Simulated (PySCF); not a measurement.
How methods differ on the ionisation energy of Cu(2+)

Cu(2+) [Ar] 3d9 (2D) → Cu(3+) [Ar] 3d8 (3F), as a difference of total energies. All numbers are calculated (PySCF 2.14, scalar relativity by spin-free X2C-1e, in x2c-TZVPPall). Correlated levels: valence: [Ar] frozen. The calculations carry no spin-orbit coupling.

| method | ionisation energy (eV) | plus first-order spin-orbit estimate | error of that sum (eV) |
| --- | --- | --- | --- |
| UHF | 34.004 | 33.938 | -2.903 |
| MP2 (valence) | 36.654 | 36.588 | -0.253 |
| SCS-MP2 (valence) | 36.412 | 36.345 | -0.496 |
| CCSD (valence) | 36.200 | 36.134 | -0.707 |
| CCSD(T) (valence) | 36.288 | 36.222 | -0.619 |

Reference: 36.841 ± 0.012 eV (measured; NIST Atomic Spectra Database, ionization energies).

A first-order spin-orbit estimate (lowest level to lowest level, LS coupling) adds -0.066 eV.

Errors of the correlated levels include the incompleteness of this basis and the frozen core.
